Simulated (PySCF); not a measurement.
Computed with PySCF with ωB97X-D3(BJ)/def2-TZVP // B3LYP-D3(BJ)/def2-TZVP. Isolated molecules, 0 K electronic values unless said otherwise. Excitations are Tamm–Dancoff values on a coarser integration grid. The basis has no diffuse functions, so Rydberg states are missing or too high.

Reference species (SMILES): `C=[SiH][SiH3]` (neutral, multiplicity 1).

```
Item               Result
---------------  --------
S1–T1 gap (TDA)   2.72 eV
HOMO             -8.82 eV
```

Changed species: `[SiH2]1C[SiH2]1`.

Problem. Give the shifts of the S1–T1 gap (TDA) and HOMO.

Solution. the S1–T1 gap (TDA) falls by 1.70 eV, to 1.02 eV; the HOMO decreases by 0.16 eV, to -8.98 eV.
